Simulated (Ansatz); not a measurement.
`[F][GeH2][O][SiH3]` + HBr → `[F][GeH2][Br]` + `O[SiH3]` at 700 K and 1 bar (ligand exchange at a Ge–O bond).

Calculated with Ansatz (gas phase, PBE0-D4/def2-TZVP geometries, no zero-point term in ΔE). CCSD(T)/CBS adds triple-zeta CCSD(T) − MP2 to the extrapolated MP2 energy (def2 sets, frozen cores). For Br, Ge outer-core shells are correlated without core-valence functions, which leaves a few kJ/mol of doubt a bond. Scalar relativity is left out up to krypton. One conformer a species, not always the lowest.

```csv
species,CCSD(T)/CBS energy (Eh),H − E (kJ/mol),S (J/(mol·K))
`[F][GeH2][O][SiH3]`,-2543.25592,199.6,469.8
HBr,-2573.91920,36.5,223.7
`[F][GeH2][Br]`,-4750.49448,96.2,372.7
`O[SiH3]`,-366.69042,144.6,321.6
```

H − E and S are ideal-gas, rigid-rotor, harmonic terms from PBE0-D4/def2-TZVP, for one conformer and one mirror image of each species. 1 Eh = 2625.50 kJ/mol, R = 8.31446 J/(mol·K).

Task: By hand: ΔE, ΔH, ΔS and ΔG.

Result: ΔE = (-4750.49448) + (-366.69042) − (-2543.25592) − (-2573.91920) = -0.00978 Eh = -25.7 kJ/mol. Δ(H − E) = 96.2 + 144.6 − 199.6 − 36.5 = 4.7, so ΔH = -21.0 kJ/mol. ΔS = 372.7 + 321.6 − 469.8 − 223.7 = 0.8 J/(mol·K). ΔG = -21.0 − 700 × (0.8)/1000 = -21.6 kJ/mol.

Task: By hand: the equilibrium constant, and the temperature at which ΔG would vanish if ΔH and ΔS stayed fixed.

Result: log₁₀ K = −ΔG/(RT ln 10) = 1.6. ΔH and −TΔS have one sign here, so there is no such temperature.

The number of gas molecules stays the same, so ΔS is small and ΔH decides. A doubt of 5 kJ/mol in ΔE shifts log₁₀ K by 0.4 here. Other conformers and mirror images would add mixing entropy, several J/(mol·K) or more a flexible species. Modes under 60 cm⁻¹, often nearly free rotors, make the harmonic entropy too high. These are equilibria of isolated gas molecules and say nothing of rates. Largest T1 diagnostic: 0.012 (customary marks: 0.02 for closed shells, 0.045 for open ones).

ΔS is within the doubt of such terms, so its sign, and with it that verdict, could turn.
